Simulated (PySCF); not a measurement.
# Fe⁺: interval between two levels

Fe⁺ [Ar] 3d6 4s1 [6D9/2, M_J = 9/2] → Fe⁺ [Ar] 3d5 4s1 5s1 [8S7/2, M_J = 7/2], as a difference of total energies. Calculation: PySCF 2.14, in x2c-SVPall-2c with one added diffuse shell each of s, d type (6s5p4d1f, 48 functions); the two-component X2C-1e Hamiltonian. Correlated levels: [Ne] frozen; the 6 highest virtual spinors dropped. "Screened" scales the spin-orbit matrix elements by Boettger's factors to mimic the two-electron term; Breit and QED terms are absent.

```csv
method,interval between two levels (cm⁻¹)
GHF (spin-free),90997
GMP2 (spin-free),102010
GHF (screened spin-orbit),91392
GMP2 (screened spin-orbit),102410
```

The labels give the starting determinants; with spin-orbit coupling the two ends relaxed to ⟨J²⟩ = 24.76, ⟨L²⟩ = 6.01, ⟨S²⟩ = 8.75 and ⟨J²⟩ = 15.75, ⟨L²⟩ = 0.00, ⟨S²⟩ = 15.75.
